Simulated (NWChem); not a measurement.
# CHF2, doublet; SMILES F[CH]F

All runs: NWChem. Pople sets run with spherical d functions. Spin-unrestricted. In the optimisation the excess spin sits in a' (Cs, its own frame). All runs use the structure optimised with PBE-D3(BJ)/def2-SVP, spin-unrestricted. No stability test was run on the SCF state.

### Question
Taking TPSS/6-311++G** as the yardstick, which of these has the fewest basis functions while keeping “dipole (D)” within 0.1 D of it: TPSS/STO-3G; TPSS/6-311G**; TPSS/3-21G; TPSS/6-31+G*; TPSS/6-31G*?

### Answer
TPSS/6-31+G* (a larger set in the list lies outside the tolerance).
```json
[
 {"level": "TPSS/STO-3G", "basis functions": "16", "dipole (D)": "0.52"},
 {"level": "TPSS/3-21G", "basis functions": "29", "dipole (D)": "1.21"},
 {"level": "TPSS/6-31G*", "basis functions": "44", "dipole (D)": "1.14"},
 {"level": "TPSS/6-31+G*", "basis functions": "56", "dipole (D)": "1.42"},
 {"level": "TPSS/6-311G**", "basis functions": "60", "dipole (D)": "1.28"},
 {"level": "TPSS/6-311++G**", "basis functions": "73", "dipole (D)": "1.42"}
]
```

The yardstick is one finite set, not the basis-set limit.
